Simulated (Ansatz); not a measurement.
```yaml
crystal:
  periodic: [false, false, false]
  atoms:
    - {symbol: Ga, position_ang: [-0.927651, 1.436865, -1.098378]}
    - {symbol: B, position_ang: [0.526039, 0.105204, -0.569843]}
    - {symbol: B, position_ang: [1.784708, -0.517544, -0.050736]}
    - {symbol: Si, position_ang: [-0.078196, -0.945381, 0.913836]}
    - {symbol: H, position_ang: [-1.110276, 1.834878, -2.607160]}
    - {symbol: H, position_ang: [-1.903057, 2.039520, -0.023582]}
    - {symbol: H, position_ang: [2.701574, -1.132205, 0.369373]}
    - {symbol: H, position_ang: [0.434318, -2.163838, 1.598249]}
    - {symbol: H, position_ang: [-1.427458, -0.657500, 1.468241]}
basis:
  gaussian: {orbitals: "6-31G*"}
hamiltonian: {xc: {name: HF}}
correlation: {active_space: {window: {electrons: 6, orbitals: 2}}}
scf: {lower_state_search: full}
output: {forces: true}
```

```sh
$ ansatz run in.yaml --threads 2 --pin off --events-out ev --progress --plain --max-ram 4352MiB
```

(1) How does Ansatz answer? (Best estimate.)

## Answers

(1) Ansatz gave: The run stopped with an error.
```
Functional definition: HF
917 factors; integrals over basis functions are off by at most 6.4e-4 eV
mean field evaluation 1: about -61605.4427 eV, gradient 2.0e1 eV
mean field evaluation 2: about -61605.4987 eV, gradient 2.0e1 eV
mean field evaluation 4: about -61607.3237 eV, gradient 3.4e0 eV
mean field evaluation 8: about -61607.3742 eV, gradient 3.3e-1 eV
mean field -61607.37584979 eV, -2264.0293035006 hartree, gradient 9.2e-6 eV, S^2 0.000000; 0 other end points of the search recorded, 0 dependent functions left out
reference -61607.37584979 eV, -2264.0293035006 hartree; 30, 30 occupied and 64, 64 virtual orbitals, 917 factors
Error: 6 electrons in 2 orbitals form no window around the highest filled level of the reference
```
